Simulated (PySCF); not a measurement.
Compounds:

A. `OC/P=P\CP`
B. SMILES [SiH3]/C=C(/C#C)[SiH2]P
C. `[SiH]1(CO[SiH3])[SiH2][SiH2][SiH2]1`

Spectrum 1. 1H NMR (500 MHz, computed): δ 4.87 (s, 3H), 4.86 (m, 1H), 4.28 (m, 2H), 4.28 (m, 2H), 4.19 (m, 1H), 4.16 (m, 1H), 3.99 (d, 2H). 13C{1H} NMR (computed): δ 60.6 (CH2).

Spectrum 2. 1H NMR (500 MHz, computed): δ 7.76 (m, 1H), 4.92 (m, 2H), 4.34 (d, 3H), 3.28 (s, 1H), 1.20 (m, 2H). 13C{1H} NMR (computed): δ 161.6 (CH), 146.9 (C), 93.8 (CH), 91.5 (C).

Spectrum 3. 1H NMR (500 MHz, computed): δ 5.81 (m, 2H), 3.28 (m, 2H), 3.17 (m, 2H), 0.78 (br s, 1H). 13C{1H} NMR (computed): δ 77.3 (CH2), 26.2 (CH2).

- shielding tensors at PBE0/pcSseg-1 (GIAO)
- geometry from GFN2-xTB
- program: PySCF 2.14.0 with density-fitted response routines
- gas phase, single conformer, no relativistic terms, fast rotation and ring inversion assumed for equivalent nuclei

Referencing at the same level of theory: TMS for 1H, 13C. Splittings of carbon signals by F and P are missing where no couplings were computed. Where no couplings were computed, multiplicities follow the n + 1 count of equivalent neighbours, and m marks all less simple cases (inequivalent or close neighbours, rings, F or P nearby). Shifts are as computed. Against solution values, carbons near 30 ppm lie about +3 ppm off and those near 130 ppm about +5 ppm. Of 1211 compounds with measured shifts, 218 miss one by over three times the rms of a fit or turn the order of signals round; such compounds aren't used in these exercises. OH and NH positions are gas-phase values without hydrogen bonding to other molecules.

**Question.** Which spectrum belongs to which compound?

**Answer.** 1–C, 2–B, 3–A.

- Spectrum 1 (C): a single 13C signal, at 60.6 ppm (sp3 CH2 bonded to O and Si); δH 3.99 is the hydrogen on an sp3 CH2 bonded to O and Si; δH 4.87 is the hydrogen on a silicon bonded to O.
- Spectrum 2 (B): 4 13C signals; δC 161.6 is an alkene CH; δC 146.9 is a fully substituted alkene carbon.
- Spectrum 3 (A): 2 13C signals; δC 77.3 is an sp3 CH2 bonded to O and P; δH 5.81 is the hydrogen on an sp3 CH2 bonded to O and P.
